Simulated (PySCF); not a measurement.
**TlSn⁺ at HSE06**

Level: HSE06. basis Tl cc-pVDZ-PP with ECP60, Sn cc-pVDZ-PP with ECP28; scalar-relativistic core potentials; PySCF 2.14.

```
state                                                                                                              : ³Π (triplet), unpaired electrons σ ↑, π ↑
bond length                                                                                                        : 3.363 Å
harmonic wavenumber                                                                                                : 68.7 cm⁻¹
force constant                                                                                                     : 0.210 mdyn/Å
rotational constant Be                                                                                             : 0.01970 cm⁻¹
anharmonicity ωexe                                                                                                 : 0.219 cm⁻¹
vibration–rotation constant αe                                                                                     : 8.63e-05 cm⁻¹
bond order (Mayer)                                                                                                 : 0.61
dipole moment (positive dipole points towards Sn; it is taken about the centre of mass and depends on that origin) : 0.24 D
```

These are scalar-relativistic numbers at best; spin–orbit coupling would shift them, the dissociation energy most. The state was picked by a PBE0 search and need not be the measured ground state.
